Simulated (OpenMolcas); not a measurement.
Mo3+ among 6 point charges of -1 e arranged as a tetragonal octahedron (D4h). The axial distance is 1.18 times the equatorial one, R.

| Item | Value |
| --- | --- |
| Program | OpenMolcas |
| Method | CASSCF |
| Basis | ANO-RCC-VTZP [7s6p4d2f1g] |
| Scalar Hamiltonian | DKH2, point nucleus |
| Active space | 3 electrons in 5 orbitals (4d) |
| State averaging | 2S+1 = 4 even, 10 roots; 2S+1 = 2 even, 40 roots |
| Spin-orbit coupling | RASSI with atomic mean-field integrals over the reference wave functions |

All point charges move together. At R = 1.74 Å the first state of the same spin is 8228 cm-1, and at R = 1.98 Å it is 4472 cm-1.

Problem. A third run gives 6676 cm-1. What distance was it run at?

Solution. With a power law R^-n the two known points give n = -ln(4472 / 8228) / ln(1.98 / 1.74) = 4.72. Then R = 1.74 × (8228 / 6676)^(1/4.72) = 1.819 Å. The run was at 1.82 Å, so the estimate is off by -0.001 Å.

Without dynamic correlation the repulsion within the d shell is too large (B by tens of per cent), so at a given field states of lower spin stand too high. This is an electrostatic model: the charges have no orbitals. No measured value stands beside these numbers.
